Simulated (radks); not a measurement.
The numbers below are computed, except where a source is named.
Species: Ga I. Configuration: [Ar] 3d10 4s1 4p2 (not the ground configuration).

Code: a radial shooting solver on a logarithmic mesh with Libxc functionals. Model: Dirac Kohn-Sham, PBE, spin-unpolarised, spherical densities, finite nucleus; open shells are shared between the two j in proportion to 2j + 1; Fermi nuclear charge, rms radius 3.9973 fm.

Energy parts (eV):
total: -52892.619
kinetic: 53942.184
electron-nucleus: -127570.651
Hartree: 22789.687
exchange-correlation: -2053.839

Orbitals (lengths in bohr, moments of r in powers of bohr):
1s1/2: occ. 2; eigenvalue (eV) -10228.89; <r^4> 0.00002599
2s1/2: occ. 2; eigenvalue (eV) -1263.682; <r^4> 0.005432
2p1/2: occ. 2; eigenvalue (eV) -1118.845; <r^4> 0.003844
2p3/2: occ. 4; eigenvalue (eV) -1091.190; <r^4> 0.004088
3s1/2: occ. 2; eigenvalue (eV) -150.0128; <r^4> 0.3910
3p1/2: occ. 2; eigenvalue (eV) -103.2064; <r^4> 0.4984
3p3/2: occ. 4; eigenvalue (eV) -99.5818; <r^4> 0.5315
3d3/2: occ. 4; eigenvalue (eV) -21.3086; <r^4> 1.894
3d5/2: occ. 6; eigenvalue (eV) -20.8455; <r^4> 1.963
4s1/2: occ. 1; eigenvalue (eV) -10.0419; <r^4> 63.89
4p1/2: occ. 0.666667; eigenvalue (eV) -3.4385; <r^4> 281.1
4p3/2: occ. 1.33333; eigenvalue (eV) -3.3049; <r^4> 302.7

The highest occupied level is 4p3/2 at -3.305 eV. Summed over all electrons, <r^2> = 43.97 bohr^2, which gives a Langevin (diamagnetic) susceptibility term of -34.8 x 10^-6 cm^3/mol. The electron density at the nucleus is 2.824e+04 e/bohr^3. The density falls to 0.001 e/bohr^3 at r = 4.63 bohr.
